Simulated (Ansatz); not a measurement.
This singlet lies 1.20 eV below the relaxed triplet at the level frozen-core CCSD(T)/cc-pVTZ // PBE0-D3(BJ)/def2-SVP (Ansatz, an electronic-structure program).

Species: C3H4Si, SMILES `C#C[Si]C` (lower singlet) (charge 0, multiplicity 1).

Give a relaxed geometry from Ansatz with PBE0-D3(BJ)/def2-SVP.

the end point of this relaxation (outside a Z-matrix the atoms follow the SMILES, hydrogens last).
Bonds (Å): C1–C2 1.224, C1–H5 1.076, C2–Si3 1.852, Si3–C4 1.905, C4–H6 1.105, C4–H7 1.100, C4–H8 1.105. Bond angles (°): C2–C1–H5 179.5, C1–C2–Si3 173.2, C2–Si3–C4 97.2, Si3–C4–H6 109.9, Si3–C4–H7 112.4, Si3–C4–H8 110.2, H6–C4–H7 109.0, H6–C4–H8 106.0, H7–C4–H8 109.1.
